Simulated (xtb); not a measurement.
C₂H₉GaN (SMILES [CH3][Ga]([CH3])<-[NH3]), doublet, at a GFN2-xTB geometry (such geometries of metal compounds can be far from the true shape) (the spin is typed, not shown lowest), atoms displaced at random by about 0.02 Å a coordinate; GFN2-xTB (xtb 6.7.1).

Here is a job for xtb.
```
$ xtb mol.xyz --gfn 2 --uhf 1 --opt tight --json

# file mol.xyz
13

Ga     0.32864750     0.10487043     0.49268382
C      1.06828515     1.03246808    -1.33530641
H      1.87643009     0.46428972    -1.84045372
H      1.40923005     2.04350391    -1.15280377
H      0.18004827     1.12196522    -2.09520032
C     -1.73319886     0.51847821     0.91807553
H     -2.20457723    -0.29617365     1.38007821
H     -2.22319611     0.77953882    -0.02083974
H     -1.78586892     1.38972110     1.59201989
N     -0.40743275    -1.76156965    -0.92096632
H     -1.16773360    -1.35362167    -1.45273327
H     -0.81762356    -2.57555499    -0.41003239
H      0.28935965    -2.12884114    -1.53912774
```

Write the output that xtb gives for this input, abridged.


```
   ID    Z sym.   atoms
    1   31 Ga     1
    2    6 C      2, 6
    3    1 H      3-5, 7-9, 11-13
    4    7 N      10

           -------------------------------------------------
          |                Calculation Setup                |
           -------------------------------------------------

molecular fragmentation (1/2 indicates fragments):
1111111112222
# atoms in fragment 1/2:     9     4
 fragment masses (1/2) :       99.79       17.03
CMA distance (Bohr)    :   4.756
constraining FC (au)   :  0.0500

           -------------------------------------------------
          |                 G F N 2 - x T B                 |
           -------------------------------------------------

          ...................................................
          :                      SETUP                      :
          :.................................................:
          :  # basis functions                  31          :
          :  # atomic orbitals                  30          :
          :  # shells                           18          :
          :  # electrons                        25          :
          :  max. iterations                   250          :
          :  Hamiltonian                  GFN2-xTB          :
          :  restarted?                      false          :
          :  GBSA solvation                  false          :
          :  PC potential                    false          :
          :  electronic temp.          300.0000000     K    :
          :  accuracy                    1.0000000          :
          :  -> integral cutoff          0.2500000E+02      :
          :  -> integral neglect         0.1000000E-07      :
          :  -> SCF convergence          0.1000000E-05 Eh   :
          :  -> wf. convergence          0.1000000E-03 e    :
          :  Broyden damping             0.4000000          :
          :  net charge                          0          :
          :  unpaired electrons                  1          :
          ...................................................

 iter      E             dE          RMSdq      gap      omega  full diag
   1    -12.9719415 -0.129719E+02  0.533E+00    4.54       0.0  T
   2    -13.0514034 -0.794619E-01  0.435E+00    4.52       1.0  T
   3    -13.0519965 -0.593149E-03  0.336E+00    4.50       1.0  T
   4    -13.0519266  0.698915E-04  0.360E-01    4.45       1.0  T
   5    -13.0522025 -0.275832E-03  0.293E-01    4.45       1.0  T
   6    -13.0524287 -0.226210E-03  0.783E-02    4.46       1.0  T
   7    -13.0524319 -0.323607E-05  0.175E-02    4.46       1.6  T
   8    -13.0524323 -0.329137E-06  0.467E-03    4.46       5.9  T
   9    -13.0524323 -0.456339E-09  0.137E-03    4.46      20.3  T
  10    -13.0524323 -0.257250E-08  0.400E-04    4.46      69.4  T
  11    -13.0524323 -0.280938E-09  0.171E-04    4.46     161.8  T

   *** convergence criteria satisfied after 11 iterations ***

         :::::::::::::::::::::::::::::::::::::::::::::::::::::
         ::                     SUMMARY                     ::
         :::::::::::::::::::::::::::::::::::::::::::::::::::::
         :: total energy             -12.898587613600 Eh    ::
         :: gradient norm              0.075846453945 Eh/a0 ::
         :: HOMO-LUMO gap              4.461553837121 eV    ::
         ::.................................................::
         :: SCC energy               -13.052413745344 Eh    ::
         :: -> isotropic ES            0.021983261892 Eh    ::
         :: -> anisotropic ES          0.007824773366 Eh    ::
         :: -> anisotropic XC          0.008383693767 Eh    ::
         :: -> dispersion             -0.006043364811 Eh    ::
         :: repulsion energy           0.153826131745 Eh    ::
         :: add. restraining           0.000000000000 Eh    ::
         :: total charge               0.000000000000 e     ::
         :::::::::::::::::::::::::::::::::::::::::::::::::::::

      -----------------------------------------------------------
     |                   =====================                   |
     |                        A N C O P T                        |
     |                   =====================                   |
     |               Approximate Normal Coordinate               |
     |                Rational Function Optimizer                |
      -----------------------------------------------------------
      -----------------------------------------------------------
     |                   =====================                   |
     |                        A N C O P T                        |
     |                   =====================                   |
     |               Approximate Normal Coordinate               |
     |                Rational Function Optimizer                |
      -----------------------------------------------------------

          ...................................................
          :                      SETUP                      :
          :.................................................:
          :   optimization level             tight          :
          :   max. optcycles                   200          :
          :   ANC micro-cycles                  20          :
          :   degrees of freedom                33          :
          :.................................................:
          :   RF solver                   davidson          :
          :   write xtbopt.log                true          :
          :   linear?                        false          :
          :   energy convergence         0.1000000E-05 Eh   :
          :   grad. convergence          0.8000000E-03 Eh/α :
          :   maxmium RF displ.          1.0000000          :
          :   Hlow (freq-cutoff)         0.1000000E-01      :
          :   Hmax (freq-cutoff)         5.0000000          :
          :   S6 in model hess.         20.0000000          :
          ...................................................
[...]
 * total energy  :   -12.8985876 Eh     change       -0.1386091E-10 Eh
 * total energy  :   -12.9034536 Eh     change       -0.4865989E-02 Eh
 * total energy  :   -12.9040536 Eh     change       -0.5999492E-03 Eh
 * total energy  :   -12.9040862 Eh     change       -0.3264014E-04 Eh
 * total energy  :   -12.9040911 Eh     change       -0.4919420E-05 Eh
 * total energy  :   -12.9040923 Eh     change       -0.1144066E-05 Eh
 * total energy  :   -12.9040931 Eh     change       -0.8663049E-06 Eh
   *** GEOMETRY OPTIMIZATION CONVERGED AFTER 7 ITERATIONS ***
         :: total energy             -12.904093121658 Eh    ::
[...]
         :: -> isotropic ES            0.022386341361 Eh    ::
         :: -> anisotropic ES          0.007232826341 Eh    ::
         :: -> anisotropic XC          0.008034772490 Eh    ::
         :: -> dispersion             -0.006007568428 Eh    ::
         :: repulsion energy           0.158953538893 Eh    ::
         :: add. restraining           0.000000000000 Eh    ::
         :: total charge               0.000000000000 e     ::
         :::::::::::::::::::::::::::::::::::::::::::::::::::::

           -------------------------------------------------
          |                Property Printout                |
           -------------------------------------------------

    * Orbital Energies and Occupations

         #    Occupation            Energy/Eh            Energy/eV
      -------------------------------------------------------------
         1        2.0000           -0.6373986             -17.3445
         2        2.0000           -0.5462960             -14.8655
         3        2.0000           -0.5446126             -14.8197
         4        2.0000           -0.5401843             -14.6992
         5        2.0000           -0.5392305             -14.6732
         6        2.0000           -0.4783280             -13.0160
         7        2.0000           -0.4374180             -11.9027
         8        2.0000           -0.4345584             -11.8249
         9        2.0000           -0.4334559             -11.7949
        10        2.0000           -0.4320888             -11.7577
        11        2.0000           -0.4231128             -11.5135
        12        2.0000           -0.3437941              -9.3551
        13        1.0000           -0.2727985              -7.4232 (HOMO)
        14                         -0.1087025              -2.9579 (LUMO)
        15                         -0.0360230              -0.9802
        16                         -0.0312044              -0.8491
        17                          0.0217699               0.5924
        18                          0.0706976               1.9238
        19                          0.0972784               2.6471
        20                          0.1556515               4.2355
        21                          0.1956468               5.3238
        22                          0.2002298               5.4485
        23                          0.2065637               5.6209
        24                          0.2164892               5.8910
       ...                                ...                  ...
        30                          0.8255075              22.4632
      -------------------------------------------------------------
                  HL-Gap            0.1640960 Eh            4.4653 eV
             Fermi-level           -0.2495234 Eh           -6.7899 eV

     #   Z          covCN         q      C6AA      α(0)
     1  31 Ga       1.998     0.028   218.146    33.127
     2   6 C        3.584    -0.184    24.924     7.243
     3   1 H        0.924     0.021     2.715     2.577
     4   1 H        0.924     0.021     2.719     2.579
     5   1 H        0.924     0.018     2.763     2.600
     6   6 C        3.584    -0.184    24.927     7.244
     7   1 H        0.924     0.021     2.711     2.575
     8   1 H        0.924     0.018     2.767     2.602
     9   1 H        0.924     0.021     2.715     2.577
    10   7 N        2.956    -0.341    28.758     7.965
    11   1 H        0.860     0.194     1.137     1.670
    12   1 H        0.860     0.182     1.202     1.717
    13   1 H        0.860     0.185     1.185     1.705

 Mol. C6AA /au·bohr⁶  :       1822.391489
 Mol. C8AA /au·bohr⁸  :      76706.742109
 Mol. α(0) /au        :         76.180764

Wiberg/Mayer (AO) data.
largest (>0.10) Wiberg bond orders for each atom

 ---------------------------------------------------------------------------
     #   Z sym  total        # sym  WBO       # sym  WBO       # sym  WBO
 ---------------------------------------------------------------------------
     1  31 Ga   2.371 --     2 C    0.847     6 C    0.847    10 N    0.356
     2   6 C    3.856 --     4 H    0.950     3 H    0.949     5 H    0.945
                             1 Ga   0.847     6 C    0.146
     3   1 H    1.000 --     2 C    0.949
     4   1 H    1.000 --     2 C    0.950
     5   1 H    1.000 --     2 C    0.945
     6   6 C    3.856 --     9 H    0.951     7 H    0.948     8 H    0.945
                             1 Ga   0.847     2 C    0.146
     7   1 H    1.000 --     6 C    0.948
     8   1 H    1.000 --     6 C    0.945
     9   1 H    1.000 --     6 C    0.951
    10   7 N    3.237 --    12 H    0.955    13 H    0.953    11 H    0.947
                             1 Ga   0.356
    11   1 H    0.962 --    10 N    0.947
    12   1 H    0.967 --    10 N    0.955
    13   1 H    0.966 --    10 N    0.953
 ---------------------------------------------------------------------------

Topologies differ in total number of bonds
Writing topology from bond orders to xtbtopo.mol

molecular dipole:
                 x           y           z       tot (Debye)
 q only:       -0.186      -1.309      -0.527
   full:       -0.409      -1.351      -0.812       4.139
molecular quadrupole (traceless):
                xx          xy          yy          xz          yz          zz
 q only:       -2.998       1.631       3.771       2.643       3.938      -0.774
  q+dip:       -2.992       2.351       3.839       1.695       4.643      -0.847
   full:       -3.918       2.314       5.205       2.616       5.260      -1.287

optimized geometry written to: xtbopt.xyz

           -------------------------------------------------
          | TOTAL ENERGY              -12.904093121658 Eh   |
          | GRADIENT NORM               0.000223240287 Eh/α |
          | HOMO-LUMO GAP               4.465280254937 eV   |
           -------------------------------------------------
```
